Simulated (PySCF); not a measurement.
Sn(H)2, SMILES [SnH2] (H2Sn), PBE0/def2-SVP optimised geometry.

```
3

Sn    -0.89    -0.89     0.00
H     -0.89     0.89     0.00
H      0.89    -0.89     0.00
```

Density from PBE0/def2-TZVP, def2 effective core potentials past Kr (PySCF) at that geometry. The core electrons that the potentials of Sn replace are not part of the density.

Minimum of the electron density along straight lines between bonded atoms, close to the bond critical point (lines longer than 1.1 times the sum of covalent radii, or with two minima, are not listed):

```csv
bond,length / Å,ρ at the minimum / e bohr⁻³,∇²ρ there / e bohr⁻⁵,position (fraction from the first atom)
Sn1–H2,1.782,0.100,0.06,0.62
Sn1–H3,1.782,0.100,0.06,0.62
```
